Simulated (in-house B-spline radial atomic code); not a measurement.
A fraction x of an electron is moved 5s → 4d in Sr, starting from [Kr] 5s2 and keeping the highest spin. Level of theory: non-relativistic AM05, spin-polarised, spherical fractional occupations, point nucleus; calculated with a radial B-spline atomic code at the basis-set limit.

```csv
x,E(x) - E(0) (eV),5s down level (eV),4d up level (eV)
0,0.0000,-3.432,-
0.125,0.2329,-3.297,-1.478
0.25,?,?,?
0.375,0.6639,-3.019,-1.393
0.5,0.8606,-2.876,-1.355
0.625,1.0441,-2.732,-1.318
0.75,?,?,?
0.875,1.3720,-2.464,-1.245
1,1.5206,-,-1.210
```

Q: What belongs in the row x = 0.25?

A: An energy change of 0.4544 eV; 5s down at -3.159 eV, 4d up at -1.434 eV.

Q: What belongs in the row x = 0.75?

A: An energy change of 1.2142 eV; 5s down at -2.591 eV, 4d up at -1.281 eV.

Q: Check Janak's theorem between x = 0.375 and 0.5.

A: The slope of the energy is 1.57 eV; the orbital levels give 1.57 eV (ε of the receiving orbital less ε of the emptying one, averaged over the two points).
